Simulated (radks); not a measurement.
Question: Radial electron density D(r) = 4 pi r^2 rho(r) of an atom or ion with 30 electrons. Calculated with a radial shooting solver on a logarithmic mesh with Libxc functionals: Dirac Kohn-Sham, LB94 model potential, spin-unpolarised, spherical densities, finite nucleus; Fermi nuclear charge, rms radius of each element as measured or else 0.836 A^(1/3) + 0.57 fm.

r (bohr)  D(r) (e/bohr)
0.001308          2.352
0.001663          3.556
0.002131          5.398
0.002731          8.089
0.003472          11.78
0.004449          17.01
0.005656          23.66
0.007247          32.18
0.009287          41.93
0.01181           51.46
0.01513           59.54
0.01939           63.67
0.02465           62.73
0.03158           58.09
0.04047           54.58
0.05145           57.81
0.06593           68.72
0.08382           78.64
0.1074            76.70
0.1376            62.59
0.175             53.01
0.2242            57.75
0.2873            62.31
0.3653            48.98
0.4681            25.27
0.5998            10.31
0.7625            4.955
0.9771            1.909
1.242            0.3675
1.592           0.02341
2.04          0.0003911

What is the nuclear charge?

Answer: Z = 49. The innermost maximum, from 1s, lies near gamma/Z bohr with gamma = sqrt(1 - (Z/c)^2) = 0.934, here 0.0191 bohr (found: 0.0208), and its height grows with Z. The density is that of the indium ion In19+ in [Ar] 3d10 4s2; the configuration itself is not fixed sharply by these data, and Z only to a few units. D(r) has 3 maxima, at r = 0.0208, 0.0923, 0.276 bohr, and minima at 0.0415, 0.181 bohr, inside which lie 2.05, 11.23 electrons.
